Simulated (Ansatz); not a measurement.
A structure relaxed at r2SCAN-D4/def2-SVPD in Ansatz, charge -1, singlet:

```xyz
10

Li    2.268   -1.066    2.273
Li    2.397    2.105    2.054
Li   -1.566    1.373   -1.615
Li    0.198   -2.690    0.448
Li   -3.099   -1.617   -0.650
Li   -0.689   -1.718   -2.810
Li    1.436    0.347   -0.549
Li   -0.421    0.611    1.491
Li    0.336    3.410   -0.026
Si   -0.859   -0.757   -0.616
```

Question: Give its formula and point group.

Answer: the cluster Li9Si⁻. Point group Cs (tolerance 0.1 Å).

Question: Summarise the bond lengths by kind (pairs closer than 1.2 times the sum of covalent radii, bridged metal pairs left out).

Answer: 6 × Li–Si 2.40 to 2.55 Å; 1 × Li–Li 2.77 Å.

The restricted singlet is unstable towards broken spin symmetry at other levels; at r2SCAN-D4/def2-SVPD this wasn't settled. The highest occupied level of the charge -1 singlet lies above zero (up to 0.09 eV). The electron is either unbound and held by the finite basis, or the level is raised by self-interaction error. Another isomer (singlet) lies 0.36 eV lower at PBE0-D4/def2-TZVPD; other spin states weren't run for this one.
